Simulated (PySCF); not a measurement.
# Steps of a relaxation of BiF3

BiF3 (singlet). PySCF 2.14.0, RKS TPSS, Bi def2-SVP with ECP60, F def2-SVP; non-relativistic Hamiltonian with scalar-relativistic core potentials where named; density fitting; no spin-orbit coupling. Origin of the start: template. Columns: position (Å) and force (eV/Å). Energies are counted from the last step; some of the 6 steps are shown. Forces carry noise of the integration grid, about 0.01 to 0.03 eV/Å.

Run from Python with OMP_NUM_THREADS=2. Where DIIS fails, smearing, a level shift and second-order steps follow.
It took 12 s on 2 threads of Arm Neoverse V2 (shared host), from the converged density of the start.

```xyz
4
step 0  E = 0.681 eV
Bi    0.0000    0.0000    0.1438    -0.11    0.00    4.73
F     1.8424    0.0000   -0.5271     2.24    0.00   -1.56
F    -0.9212    1.5956   -0.5271    -1.06    1.90   -1.58
F    -0.9212   -1.5956   -0.5271    -1.06   -1.90   -1.58
```

```xyz
4
step 2  E = 0.012 eV
Bi    0.0000    0.0000    0.3812     0.00    0.00   -0.38
F     1.8035    0.0000   -0.6063    -0.35    0.00    0.12
F    -0.9017    1.5618   -0.6063     0.18   -0.31    0.13
F    -0.9017   -1.5618   -0.6063     0.18    0.31    0.13
```

```xyz
4
step 3  E = 0.000 eV
Bi    0.0000    0.0000    0.3932     0.02    0.00    0.13
F     1.7710    0.0000   -0.6103     0.03    0.00   -0.05
F    -0.8855    1.5337   -0.6103    -0.02    0.03   -0.04
F    -0.8855   -1.5338   -0.6103    -0.02   -0.03   -0.04
```

Where does the relaxation end?

It converges at step 5 in C3v:
```xyz
4
step 5  E = 0
Bi    0.0000    0.0000    0.4006
F     1.7675    0.0000   -0.6127
F    -0.8838    1.5307   -0.6127
F    -0.8838   -1.5307   -0.6127
```

How did the contacts change?


```json
{"contact": "Bi1–F2 (F)", "start (Å)": "1.961", "end (Å)": "2.037"}
{"contact": "Bi1–F3 (F)", "start (Å)": "1.961", "end (Å)": "2.037"}
{"contact": "Bi1–F4 (F)", "start (Å)": "1.961", "end (Å)": "2.037"}
```


No frequency check is given that shows the relaxed geometry to be a minimum.
